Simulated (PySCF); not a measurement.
**A ladder of Hamiltonians for V²¹⁺ (vanadium, charge +21)**

Occupied: 1s1/2. Hartree-Fock calculated with PySCF 2.14 in an even-tempered Gaussian basis (19 s from 1.8 bohr⁻², ratio 2.3; 13 p from 2.1 bohr⁻², ratio 2.3), Gaussian nucleus throughout. NR is non-relativistic, sf-X2C the spin-free one-electron X2C Hamiltonian, X2C adds the bare one-electron spin-orbit term, X2C-SNSO screens it by Boettger's factors, DC is four-component Dirac-Coulomb, and the Gaunt and Breit terms are added at first order (total energies over the DC spinors, levels after relaxing the spinors in that mean field). QED terms are absent. Levels marked empty are virtual spinors of this ion.

| Hamiltonian | E (hartree) | E − E(DC) (hartree) | CPU seconds |
| --- | --- | --- | --- |
| NR | -514.7341 | 3.6293 | 0.18 |
| sf-X2C | -518.2860 | 0.0774 | 0.11 |
| X2C | -518.2860 | 0.0774 | 0.1 |
| X2C-SNSO | -518.2860 | 0.0774 | 0.1 |
| DC | -518.3634 | 0.0000 | 2 |
| DC+Gaunt | -518.2067 | 0.1567 | 3.7 |
| DC+Breit | -518.2067 | 0.1567 | 33 |

| level (eV) | NR | sf-X2C | X2C | X2C-SNSO | DC | DC+Gaunt | DC+Breit |
| --- | --- | --- | --- | --- | --- | --- | --- |
| 1s1/2 | -6810.8 | -6856.1 | -6856.1 | -6856.1 | -6858.1 | -6854.0 | -6854.0 |
| 2s1/2 (empty) | -1557.0 | -1570.0 | -1570.0 | -1570.0 | -1570.2 | -1569.7 | -1569.8 |
| 2p1/2 (empty) | -1516.0 | -1521.2 | -1528.3 | -1527.9 | -1527.8 | -1526.9 | -1527.1 |
| 2p3/2 (empty) | -1516.0 | -1521.2 | -1517.8 | -1517.9 | -1518.1 | -1517.6 | -1517.8 |
| 3s1/2 (empty) | -682.55 | -687.02 | -687.02 | -687.02 | -687.07 | -686.95 | -686.96 |

```
interval (eV)    X2C  X2C-SNSO     DC  DC+Gaunt  DC+Breit
2p3/2 − 2p1/2  10.47     10.02  9.724     9.324     9.324
```

Weight of the small component: 1s1/2 0.00690, 2s1/2 0.00155, 2p1/2 0.00153, 2p3/2 0.00152, 3s1/2 0.000676.

Koopmans' value for the highest occupied level at DC+Breit: 6854.0 eV, against an ionisation energy of 6851.3 eV (theoretical estimate listed by NIST; NIST Atomic Spectra Database, ionization energies); the former lacks relaxation, correlation, QED and recoil.

The whole ladder took 40 s of wall time on 1 thread of Intel(R) Xeon(R) 6975P-C (shared host), launched as `OMP_NUM_THREADS=1 python relrun2.py TASK.json OUT` (a driver that calls PySCF for each Hamiltonian).

Dirac-Coulomb iterations, started from the X2C spinors:

```
with_ssss True, with_gaunt False, with_breit False
light speed = 137.03599967994
init E= -518.00047367258
cycle= 1 E= -518.363413176817  delta_E= -0.363  |g|=  0.1  |ddm|= 0.00789
cycle= 2 E= -518.363415355346  delta_E= -2.18e-06  |g|= 0.000335  |ddm|= 7.18e-05
cycle= 3 E= -518.363415355425  delta_E= -7.9e-11  |g|= 1.92e-06  |ddm|= 1.24e-06
```
